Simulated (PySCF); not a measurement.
## Unknown compound

The spectra below were simulated for a compound C$_{4}$H$_{7}$FSi$_{2}$.

$^{1}$H NMR (500 MHz, computed): δ 7.58 (m, 2H), 7.52 (m, 2H), 5.27 (m, 1H), 4.53 (m, 1H), 4.47 (m, 1H).

$^{13}$C{$^{1}$H} NMR (computed): δ 157.1 (CH), 154.8 (CH).

Theory: structure optimised with GFN2-xTB, NMR shieldings at PBE0/pcSseg-1/GIAO, in PySCF 2.14.0 with density-fitted response routines (relativity neglected, rapidly exchanging positions averaged, gas phase, one conformer).

Shifts are taken against calculated references (same method and geometry level): $^{1}$H (σ = 31.72 ppm), $^{13}$C (σ = 186.93 ppm) against TMS.

Deduce the structure.

Answers


- Rings plus π bonds: 3 (1 ring in the answer).
- 2 carbon signals for 4 carbons: some carbons are equivalent by symmetry or fast rotation.
- Carbon types of the structure: 4 × CH, leaving 3 H on heteroatoms.
- δC 157.1, 154.8: alkene CH; an sp2 carbon of a C=C bond.
- δH 7.58, 7.52: hydrogen on an alkene CH; attached to an sp2 carbon and in the plane of the double bond.
- δH 5.27: hydrogen on a silicon bonded to 2 C, F, in a 6-membered ring.
- δH 4.53, 4.47: hydrogen on a silicon bonded to 2 C, in a 6-membered ring.

Structure: SMILES F[SiH]1C=C[SiH2]C=C1.

The shifts were computed for this structure.

Splittings by $^{19}$F in the carbon and heteronuclear signals aren't shown, as no couplings were computed. Shifts are as computed. Against solution values, carbons near 30 ppm lie about +3 ppm off and those near 130 ppm about +5 ppm (rms about the fit 2.1 ppm; single classes can miss by 10 ppm). Of 1328 compounds with measured shifts, 309 miss one by over three times the rms of a fit or turn the order of signals round; such compounds aren't used in these exercises. Signals without a measured value on file couldn't be tested in this way; 1H shifts scatter by 0.2 ppm about their fit, and single ones miss by 0.5 ppm. No couplings were computed; multiplicities are counted from neighbouring protons, with m where these are inequivalent, close in shift, in a saturated or five-membered ring or joined by F or P, and br s for small geminal =CH2 splittings.
